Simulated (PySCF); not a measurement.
C$_{2}$H$_{2}$BCl (SMILES C#CBCl), singlet, at a GFN2-xTB geometry; LC-WPBE/6-31G, TDA in PySCF.

The PySCF input:
```python
from pyscf import gto, scf, dft, tdscf

mol = gto.M(
    atom='''
B    -0.56361762   -0.36062484   -0.41041881
C    -0.45616936    1.14212024   -0.41206449
C    -0.35726987    2.34356575   -0.40345456
H    -0.27755884    3.39259768   -0.40101041
Cl    0.55157698   -1.26994903    0.49206126
H    -1.40052630   -0.91445595   -1.01882259
''',
    basis='6-31g',
    verbose=3,
)

mf = dft.RKS(mol)
mf.xc = 'lc_wpbe'
mf.kernel()
td = mf.TDA()
td.nstates = 10
td.kernel()
td.analyze()
```

Output, abridged:

```
converged SCF energy = -562.148015653215
Excitation energies (eV)
[4.77834402 5.58356041 5.99384877 7.36893715 8.15353216 8.37135184
 8.95177809 9.43572628 9.60664133 9.94045967]

** Singlet excitation energies and oscillator strengths **
Excited State   1:      4.77834 eV    259.47 nm  f=0.0003
Excited State   2:      5.58356 eV    222.05 nm  f=0.0014
Excited State   3:      5.99385 eV    206.85 nm  f=0.1208
Excited State   4:      7.36894 eV    168.25 nm  f=0.0000
Excited State   5:      8.15353 eV    152.06 nm  f=0.1941
Excited State   6:      8.37135 eV    148.11 nm  f=0.0021
Excited State   7:      8.95178 eV    138.50 nm  f=0.0042
Excited State   8:      9.43573 eV    131.40 nm  f=0.5815
Excited State   9:      9.60664 eV    129.06 nm  f=0.0105
Excited State  10:      9.94046 eV    124.73 nm  f=0.0001
```
